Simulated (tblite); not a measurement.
C8H10Si.
Structure used (GFN2-xTB), in Å, numbered top down from 1:
```xyz
19
C8H10Si angstrom
C     -2.784   -0.560   -0.023
C     -1.800   -1.081   -0.846
C     -0.485   -0.685   -0.702
C     -0.120    0.252    0.265
C      1.268    0.691    0.447
C      2.224    0.783   -0.755
Si     2.721   -0.546    0.470
C     -1.122    0.762    1.090
C     -2.437    0.362    0.950
H     -3.812   -0.870   -0.139
H     -2.061   -1.806   -1.605
H      0.270   -1.110   -1.348
H      1.345    1.530    1.131
H      2.786    1.705   -0.818
H      1.798    0.521   -1.713
H      2.432   -1.931    0.154
H      3.825   -0.272    1.372
H     -0.861    1.486    1.851
H     -3.195    0.776    1.599
```

Level: GFN2-xTB in tblite, geometry and Hessian alike; calculated harmonic values, unscaled, isolated species. Errors from tens to a few hundred cm⁻¹ against measured bands are possible. Modes of hydrogen on silicon can be 10 to 20 % off. One conformer, not necessarily the lowest.

Harmonic wavenumbers (cm⁻¹): 57.8, 108.1, 174.2, 262.8, 353.2, 373.3, 395.2, 459.2, 497.6, 528.8, 545.5, 589.2, 655.8, 677.5, 730.0, 738.2, 740.0, 768.5, 809.3, 870.6, 888.3, 924.6, 927.3, 939.1, 979.4, 1025.9, 1049.5, 1088.3, 1094.5, 1135.1, 1182.7, 1201.4, 1221.4, 1290.8, 1320.3, 1338.9, 1436.6, 1447.4, 1482.0, 1583.1, 1602.4, 2361.5, 2379.4, 3011.6, 3058.3, 3061.0, 3064.0, 3071.2, 3073.5, 3078.1, 3088.6.

A = 3591, B = 828.1, C = 754.4 MHz; mass 134.055 u (most abundant isotopes); point group C1, symmetry number 1.

**Question.** What is the zero-point energy?

**Answer.** ½Σν̃ = 32370 cm⁻¹ = 387.24 kJ/mol.

**Question.** What is S at 298.15 K and 1 bar for an ideal gas of classical rigid rotors and harmonic oscillators?

**Answer.** Translation 169.94, rotation 122.80, vibration 89.62: S = 382.4 J/(mol K).

**Question.** And Cp and H(298.15 K) − H(0)?

**Answer.** Cp = 155.68 J/(mol K), of which vibrations give 122.42 (their classical limit is 51 R = 424.0); H(298.15 K) − H(0) = 25.46 kJ/mol without the zero-point energy, 15.54 from vibrations.

**Question.** Which modes carry the vibrational entropy at 298.15 K?

**Answer.** 57.8 cm⁻¹: 18.96; 108.1 cm⁻¹: 13.82; 174.2 cm⁻¹: 10.00; 262.8 cm⁻¹: 6.87; 353.2 cm⁻¹: 4.82; 373.3 cm⁻¹: 4.46 J/(mol K); the other 45 give 30.69 together.

**Question.** How do the functions run with temperature in this model?

**Answer.** 
```
T (K)  S (J/(mol K))  Cp (J/(mol K))  H − H(0) (kJ/mol)  G − H(0) (kJ/mol)  ln q(vib)
  150          304.7            80.7               8.07             -37.63       1.71
  250          357.2           130.6              18.56             -70.74       3.53
  400          435.1           204.0              43.85            -130.18       6.76
  600          532.0           273.6              92.13            -227.07      11.51
  900          655.9           336.0             184.44            -405.88      18.61
```

q(vib) and H(0) count from the zero-point level.

**Question.** Blend soft modes into free rotors: weight 1/[1 + (100 cm⁻¹/ν̃)⁴] for the oscillator and the rest for a rotor with moment μB/(μ + B), μ = h/(8π²ν), B = 10⁻⁴⁴ kg m². What vibrational entropy results?

**Answer.** 84.47 J/(mol K) in place of 89.62, which changes −T·S at 298.15 K by +1.53 kJ/mol.

**Question.** What must be added to the electronic energy to get the Gibbs energy at 298.15 K and 1 bar?

**Answer.** ZPE + [H(298.15 K) − H(0)] − T·S = 387.24 + 25.46 − 114.00 = 298.70 kJ/mol.

Hindered rotation and anharmonicity are outside this model. Other conformers, if any are populated, would add a mixing term that is left out. The structure is chiral; the term R ln 2 for an equal mix with its mirror image is left out.
